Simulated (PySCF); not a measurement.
Geometry:
```
atom   x (Å)   y (Å)   z (Å)
  C1  -3.301   1.103   0.133
  C2  -2.443   0.029  -0.517
  C3  -0.960   0.370  -0.534
  C4  -0.096  -0.697  -1.190
  C5   1.383  -0.377  -1.158
  O6   1.806  -0.325   0.176
  C7   3.167  -0.051   0.363
  C8   3.527   1.413   0.177
  H9  -2.997   1.275   1.178
 H10  -4.367   0.828   0.136
 H11  -3.207   2.064  -0.398
 H12  -2.586  -0.930   0.011
 H13  -2.789  -0.147  -1.552
 H14  -0.600   0.528   0.496
 H15  -0.810   1.332  -1.058
 H16  -0.252  -1.665  -0.685
 H17  -0.399  -0.838  -2.242
 H18   1.957  -1.151  -1.711
 H19   1.565   0.587  -1.676
 H20   3.399  -0.361   1.395
 H21   3.781  -0.685  -0.309
 H22   2.907   2.043   0.834
 H23   3.377   1.750  -0.859
 H24   4.584   1.584   0.432
```

Geometry: PBE0-D3(BJ)/def2-SVP; GIAO shifts from PySCF 2.14.0 with density-fitted response routines, gas phase, non-relativistic, averaged over equivalent atoms.

At PBE0/def2-SVP (192 basis functions, 28 s wall time on 1 thread of an Arm Neoverse V1, shared host):
```tsv
atoms	δ (ppm)
C5	65.6
C7	62.9
C4	32.3
C3	30.9
C2	25.3
C1	16.0
C8	13.1
O6	40.6
H20/H21	3.35
H18/H19	3.10
H16/H17	1.27
H14/H15	1.19
H12/H13	1.08
H22/H23/H24	0.94
H9/H10/H11	0.85
```

References, each an isolated molecule treated in the same way: TMS for 13C (σ = 193.72 ppm) and 1H (σ = 31.34 ppm); 17O (σ = 343.04 ppm) vs H2O.

**Question.** Predict the values at mPW1PW91/pcSseg-1 on the same geometry.

**Answer.** 
```
      atoms  δ at mPW1PW91/pcSseg-1  change
         C5                    69.1    +3.5
         C7                    66.8    +3.9
         C4                    34.1    +1.8
         C3                    32.6    +1.7
         C2                    26.9    +1.6
         C1                    16.9    +0.9
         C8                    14.5    +1.4
         O6                    47.5    +6.9
    H20/H21                    3.50   +0.15
    H18/H19                    3.21   +0.11
    H16/H17                    1.35   +0.08
    H14/H15                    1.22   +0.03
    H12/H13                    1.13   +0.05
H22/H23/H24                    1.11   +0.17
 H9/H10/H11                    1.00   +0.15
```

Scale: 13C (σref 183.54) and 1H (σref 31.32) vs TMS; 17O (σref 333.30) against H2O (reference shieldings calculated alike).

The largest change is at O6 (ether oxygen). Cost: 216 basis functions, 34 s wall time on 1 thread of an Arm Neoverse V1, shared host. The order of the carbon signals is the same at both levels.

Experimental scales use liquid or dissolved standards, which lie at an offset from isolated H2O (liquid H2O: subtract about 36 ppm).
